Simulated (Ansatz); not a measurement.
`CB(C)N` + `[SiH3]`• → `[CH2]B(C)N`• + SiH₄ at 700 K and 1 bar (hydrogen abstraction from a C–H bond).

Isolated molecules relaxed with PBE0-D4/def2-TZVP in Ansatz; ΔE leaves out vibrations. CBS: MP2 limit from def2 TZ/QZ plus the TZ coupled-cluster correction, frozen cores. This one scheme is used for every species. Open shells (•) are unrestricted, without spin–orbit coupling. Each species was taken in one conformer, which may not be the lowest.

| species | CCSD(T)/CBS energy (Eh) | H − E (kJ/mol) | S (J/(mol·K)) |
| --- | --- | --- | --- |
| `CB(C)N` | -160.48988 | 349.6 | 424.0 |
| `[SiH3]`• | -290.80808 | 86.0 | 258.6 |
| `[CH2]B(C)N`• | -159.82284 | 313.1 | 423.5 |
| SiH₄ | -291.46306 | 115.5 | 252.9 |

H − E and S are ideal-gas, rigid-rotor, harmonic terms from PBE0-D4/def2-TZVP, for one conformer and one mirror image of each species, with the whole ground term of open shells counted as degenerate. 1 Eh = 2625.50 kJ/mol, R = 8.31446 J/(mol·K).

Problem. By hand: ΔE, ΔH, ΔS and ΔG.

Solution. ΔE = (-159.82284) + (-291.46306) − (-160.48988) − (-290.80808) = 0.01206 Eh = 31.7 kJ/mol. Δ(H − E) = 313.1 + 115.5 − 349.6 − 86.0 = -7.0, so ΔH = 24.7 kJ/mol. ΔS = 423.5 + 252.9 − 424.0 − 258.6 = -6.2 J/(mol·K). ΔG = 24.7 − 700 × (-6.2)/1000 = 29.0 kJ/mol.

Problem. By hand: the equilibrium constant, and the temperature at which ΔG would vanish if ΔH and ΔS stayed fixed.

Solution. log₁₀ K = −ΔG/(RT ln 10) = -2.2. ΔH and −TΔS have one sign here, so there is no such temperature.

The number of gas molecules stays the same, so ΔS is small and ΔH decides. A doubt of 5 kJ/mol in ΔE shifts log₁₀ K by 0.4 here. Other conformers and mirror images would add mixing entropy, several J/(mol·K) or more a flexible species. These are equilibria of isolated gas molecules and say nothing of rates. Largest T1 diagnostic: 0.015 (customary marks: 0.02 for closed shells, 0.045 for open ones).

ΔS is within the doubt of such terms, so its sign, and with it that verdict, could turn.
